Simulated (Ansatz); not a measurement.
```yaml
crystal:
  periodic: [false, false, false]
  atoms:
    - {symbol: Cr, position_ang: [0.010403, -0.050651, 0.029089]}
    - {symbol: I, position_ang: [-0.021064, 0.022520, 2.518843]}
    - {symbol: I, position_ang: [-0.039951, -0.024189, -2.492346]}
basis:
  gaussian: {orbitals: def2-SVPD}
magnetization: {spin_polarized: true, initial_magnetization: 4}
hamiltonian: {xc: {name: B97}}
scf: {omitted_lower_state_checks: [starts]}
output: {forces: true}
```

```sh
$ ansatz run in.yaml --threads 4 --pin off --events-out ev --progress --plain --max-ram 3916MiB
```

It prints (some lines left out):

```
Functional definition: B97
1261 factors; integrals over basis functions are off by at most 1.5e-4 eV
mean field evaluation 1: about -44517.3432 eV, gradient 1.6e2 eV
mean field evaluation 2: about -43221.6098 eV, gradient 3.2e2 eV
mean field evaluation 4: about -44619.5657 eV, gradient 1.7e1 eV
mean field evaluation 8: about -44621.1663 eV, gradient 4.0e-1 eV
mean field evaluation 16: about -44621.2150 eV, gradient 4.9e-3 eV
mean field evaluation 32: about -44621.2150 eV, gradient 7.0e-5 eV
mean field -44621.21500166 eV, -1639.7994059651 hartree, gradient 2.2e-10 eV, S^2 6.138953; 0 other end points of the search recorded, 0 dependent functions left out
reference -44621.21504080 eV, -1639.7994074036 hartree; 39, 35 occupied and 65, 69 virtual orbitals, 1261 factors
Total energy: -44621.21504080 eV, -1639.7994074036 hartree
Atom 0 at     0.010403    -0.050651     0.029089 Å, force     0.023089    -0.032796    -0.327022 eV/Å
Atom 1 at    -0.021064     0.022520     2.518843 Å, force    -0.012135     0.025076     0.734649 eV/Å
Atom 2 at    -0.039951    -0.024189    -2.492346 Å, force    -0.010954     0.007720    -0.407627 eV/Å
Dipole moment:     0.021432    -0.025791     0.030349 e Å
Checks for a lower state left out: starts
```

Hardware: 4 threads of Arm Neoverse V2 on a shared host. Wall time 49 s, peak host memory 0.59 GiB.

In the def2 sets I takes a core potential; there is no spin–orbit coupling. The charge 0 quintet is spin-contaminated (final ⟨S²⟩ up to 6.14, 6.00 for a pure state).
